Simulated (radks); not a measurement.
The numbers below are computed, except where a source is named.
The thulium ion Tm4+, configuration [Xe] 4f11.

Code: a radial shooting solver on a logarithmic mesh with Libxc functionals. Model: Dirac Kohn-Sham, exchange-only PBE, spin-unpolarised, spherical densities, finite nucleus; open shells fill j = l - 1/2 first; Fermi nuclear charge, rms radius 5.2256 fm.

Energy parts (hartree):
total: -13573.5297
kinetic: 15031.3034
electron-nucleus: -33521.4687
Hartree: 5197.6558
exchange: -281.0202

Orbitals (lengths in bohr, moments of r in powers of bohr):
orbital,occ.,eigenvalue (hartree),<r>,<r^2>,small-component weight
1s1/2,2,-2177.668,0.02001,0.0005486,6.68e-02
2s1/2,2,-368.8640,0.08431,0.008458,1.50e-02
2p1/2,2,-351.7174,0.07008,0.006090,1.50e-02
2p3/2,4,-315.6986,0.07747,0.007305,1.38e-02
3s1/2,2,-84.48080,0.2205,0.05573,4.84e-03
3p1/2,2,-76.92636,0.2103,0.05149,4.78e-03
3p3/2,4,-69.32292,0.2242,0.05829,4.42e-03
3d3/2,4,-56.41733,0.1973,0.04579,4.30e-03
3d5/2,6,-54.75596,0.2016,0.04767,4.20e-03
4s1/2,2,-18.24548,0.4969,0.2789,1.57e-03
4p1/2,2,-15.20357,0.5049,0.2904,1.48e-03
4p3/2,4,-13.47566,0.5364,0.3275,1.35e-03
4d3/2,4,-8.46317,0.5615,0.3660,1.17e-03
4d5/2,6,-8.14676,0.5725,0.3803,1.13e-03
5s1/2,2,-3.66669,1.185,1.575,3.44e-04
5p1/2,2,-2.79144,1.305,1.924,2.82e-04
5p3/2,4,-2.54152,1.395,2.195,2.49e-04
4f5/2,6,-2.04959,0.7082,0.6379,7.41e-04
4f7/2,5,-2.00010,0.7185,0.6576,7.25e-04

The highest occupied level is 4f7/2 at -54.425 eV. The density falls to 0.001 e/bohr^3 at r = 2.98 bohr. Summed over all electrons, <r^2> = 30.06 bohr^2, which gives a Langevin (diamagnetic) susceptibility term of -23.8 x 10^-6 cm^3/mol. The electron density at the nucleus is 9.498e+05 e/bohr^3.
